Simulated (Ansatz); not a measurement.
`F[Si](F)(F)[SiH](Cl)Cl`, 8 atoms. The species carries charge 0 and has multiplicity 1. Hardware: A = 2 threads of an AMD EPYC 7R13 on a shared host; B = 2 threads of an AMD EPYC 7R13 on a shared host and a share of an NVIDIA H100 80 GB. Correlated methods freeze the cores. Open-shell runs search over several starts.

**Question.** How many basis functions does each run have, and how long does it take in Ansatz? UKS ωB97X-V/def2-TZVPP energy of the cation [B]; RKS PBE0-D4/def2-TZVP relaxation (7 steps) [B]; RKS ωB97M-V/def2-SVP energy [A]; RKS PBE0-D4/def2-QZVPP energy [B]; RHF-CCSD(T)/cc-pV(T+d)Z energy [B]; RKS PBE0-D4/def2-SVP energy [A]; RKS PBE0-D4/def2-TZVP frequencies [B]; RKS SPW92 (LDA)/def2-TZVPP energy [B]; UHF-MP2/def2-QZVPP energy of the cation [B]; UKS PBE0-D4/def2-TZVPP energy of the cation [B]; UKS PBE-D4/def2-TZVPP energy of the cation [B]; RKS ωB97M-V/def2-TZVPP energy and forces [B]. (An estimate is asked.)

**Answer.** The calculation gave: Other jobs shared the machine, so times are rough.

| level | job | functions | wall time | peak host memory (GiB) |
| --- | --- | --- | --- | --- |
| RKS PBE0-D4/def2-SVP | energy [A] | 119 | 2.2 s | 0.58 |
| RKS SPW92 (LDA)/def2-TZVPP | energy [B] | 275 | 7.5 s | 0.79 |
| RKS ωB97M-V/def2-SVP | energy [A] | 119 | 8 s | 0.58 |
| UKS PBE0-D4/def2-TZVPP | energy of the cation [B] | 275 | 8 s | 0.87 |
| RKS ωB97M-V/def2-TZVPP | energy and forces [B] | 275 | 8 s | 0.96 |
| RHF-CCSD(T)/cc-pV(T+d)Z | energy [B] | 260 | 9 s | 0.81 |
| RKS PBE0-D4/def2-QZVPP | energy [B] | 481 | 14 s | 1.1 |
| UKS ωB97X-V/def2-TZVPP | energy of the cation [B] | 275 | 14 s | 1 |
| UKS PBE-D4/def2-TZVPP | energy of the cation [B] | 275 | 17 s | 0.87 |
| RKS PBE0-D4/def2-TZVP | relaxation (7 steps) [B] | 247 | 23 s | 0.91 |
| UHF-MP2/def2-QZVPP | energy of the cation [B] | 481 | 26 s | 1.1 |
| RKS PBE0-D4/def2-TZVP | frequencies [B] | 247 | 85 s | 0.92 |
